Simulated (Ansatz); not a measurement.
Ansatz results at the PBE0-D4/def2-TZVP geometry: size of the dipole moment (ωB97M-V/def2-TZVPP) 2.56 D; size of the dipole moment (PBE/def2-TZVPP) 2.30 D; size of the dipole moment (B3LYP/def2-TZVPP) 2.48 D.

**Question.** Which molecule gave them?
A. `[O][Ge]([F])([F])[F]`•
B. `[Mg][Br]`•
C. `[SiH3][O][InH]`•
D. `CB[O]`•

**Answer.** C. The others give `CB[O]`•: 1.93, 2.23, 2.07; `[Mg][Br]`•: 3.70, 3.18, 3.44; `[O][Ge]([F])([F])[F]`•: 0.35, 0.25, 0.35.

B3LYP here is the variant with VWN-RPA as its local correlation; programs differ in this.
